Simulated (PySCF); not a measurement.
## Spin-rotation constants: `COCC[C@H](Cl)[GeH3]`, C4H11ClGeO

Geometry:
```
atom   x (Å)   y (Å)   z (Å)
  C1  -2.220   0.180   0.500
  O2  -0.942  -0.344   0.766
  C3  -0.449  -1.213  -0.226
  C4   0.045  -0.483  -1.480
  C5   0.789   0.778  -1.081
 Cl6   1.756   1.365  -2.463
 Ge7   2.092   0.585   0.401
  H8  -2.949  -0.626   0.351
  H9  -2.502   0.765   1.373
 H10  -2.226   0.827  -0.384
 H11  -1.207  -1.962  -0.494
 H12   0.396  -1.721   0.249
 H13   0.715  -1.153  -2.022
 H14  -0.788  -0.236  -2.143
 H15   0.083   1.579  -0.860
 H16   2.871   1.859   0.463
 H17   3.049  -0.507   0.042
 H18   1.480   0.313   1.731
```

Computed, not measured: GIAO PBE0/pcSseg-1 magnetisability, rotational g tensor and spin-rotation constants, non-relativistic, gas phase in PySCF. Geometry: GFN2-xTB.

The calculation is non-relativistic, which matters for the atoms heavier than Zn.

Q: Give the nuclear spin-rotation constants along the inertial axes (H = +C I·J) beside the isotropic shieldings.

A: Rotational constants 1.6958, 0.9950, 0.7191 GHz. A star marks the isotopologue with that one atom substituted, in its own axes.
| atom | isotope | Caa (kHz) | Cbb (kHz) | Ccc (kHz) | mean (kHz) | σ (ppm) |
| --- | --- | --- | --- | --- | --- | --- |
| Cl6 | 35Cl | 0.204 | 0.206 | 0.179 | 0.197 | 821.4 |
| H8 | 1H | -0.021 | -0.098 | -0.042 | -0.054 | 28.7 |
| H9 | 1H | -0.153 | -0.050 | -0.011 | -0.071 | 28.0 |
| H10 | 1H | -0.108 | -0.015 | -0.060 | -0.061 | 28.3 |
| H11 | 1H | -0.024 | -0.080 | -0.049 | -0.051 | 28.3 |
| H12 | 1H | -0.136 | -0.010 | -0.044 | -0.064 | 27.7 |
| H13 | 1H | -0.135 | -0.116 | -0.002 | -0.084 | 30.2 |
| H14 | 1H | -0.151 | 0.018 | -0.072 | -0.068 | 28.8 |
| H15 | 1H | -0.154 | -0.098 | 0.018 | -0.077 | 28.1 |
| H16 | 1H | -0.038 | -0.090 | -0.030 | -0.053 | 28.0 |
| H17 | 1H | -0.132 | -0.094 | 0.011 | -0.072 | 28.1 |
| H18 | 1H | -0.042 | -0.035 | -0.061 | -0.046 | 27.5 |
| C1 | 13C* | 0.332 | 0.210 | 0.139 | 0.227 | 128.7 |
| O2 | 17O* | -0.109 | -0.049 | -0.061 | -0.073 | 315.8 |
| C3 | 13C* | 0.400 | 0.246 | 0.133 | 0.260 | 114.5 |
| C4 | 13C* | 0.262 | 0.195 | 0.118 | 0.192 | 149.2 |
| C5 | 13C* | 0.274 | 0.182 | 0.150 | 0.202 | 140.5 |
| Ge7 | 73Ge* | -0.462 | -0.231 | -0.203 | -0.299 | 1529.2 |

For the geometry as given, no vibrational averaging.

Q: How do the rotational constants and the g tensor change when H8, H9, H10, H11, H12, H13, H14, H15, H16, H17, H18 are replaced by deuterium?

A: Constants 1.5081, 0.8752, 0.6534 GHz; g -0.0094, -0.0043, -0.0057, against -0.0099, -0.0051, -0.0061 before.
